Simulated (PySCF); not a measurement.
germanium monotelluride cation (GeTe), SMILES [Te]=[Ge] (connectivity only; charge and spin as stated), charge +1, multiplicity 2. Atoms are numbered in the order given.

```xyz
2

Ge     0.0000     0.0000    -1.5422
Te     0.0000     0.0000     0.9490
```
Charge +1, spin multiplicity 2.

The structure is a stationary point at r2SCAN-D4/def2-TZVP. The spin state was assumed, not searched. The def2 effective core potentials stand for the cores of Te; spin–orbit coupling is left out.

All values below come from r2SCAN-D4/def2-TZVP in PySCF 2.14.0.

Frequencies are harmonic and unscaled.

```csv
mode,ν (cm⁻¹),IR (km/mol),moving atoms (share of kinetic energy)
1,269,18.4,"Ge 64 %, Te 36 %"
```
